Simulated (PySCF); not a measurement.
Isomers of C9H15N, one GFN2-xTB conformer each. Single-point energies are computed at PBE0/pcSseg-1 (PySCF, gas phase, no added dispersion term), electronic only.

**Question.** Rank them by PBE0/pcSseg-1 energy, lowest first (kcal/mol).
A. `[CH3:1][C:2]#[C:3][C@@H:4]1[CH2:5][CH2:6][CH2:7][NH:8][CH2:9][CH2:10]1` with C3–C4–C5–C6 148°, C4–C5–C6–C7 70°, C5–C6–C7–N8 -55°, C6–C7–N8–C9 82°
B. `[CH2:1]=[N:2][C@H:3]1[CH2:4][CH2:5][CH2:6][C:7]12[CH2:8][CH2:9][CH2:10]2` with C1–N2–C3–C4 131°, N2–C3–C4–C5 74°, C3–C4–C5–C6 40°, C4–C5–C6–C7 -23°, C5–C6–C7–C8 126°

**Answer.** B (0.0), A (12.2).

As drawn, the lower has a four-membered ring, a C=N bond and a quaternary carbon, which the higher lacks; the higher has a C≡C bond and an N–H bond, which the lower lacks. GFN2-xTB itself gives, in the same order: 0.0, 20.9. Both levels put the same isomer lowest.

**Question.** Which frontier levels, dipoles and rotational constants go with these structures?

**Answer.** 
```tsv
SMILES	HOMO (eV, PBE0/pcSseg-1)	LUMO (eV)	dipole (D)	A, B, C (MHz)
C=N[C@H]1CCCC12CCC2	-7.12	-0.15	1.16	1805, 1305, 941.1
CC#C[C@@H]1CCCNCC1	-6.37	1.30	1.10	2998, 667.0, 575.9
```
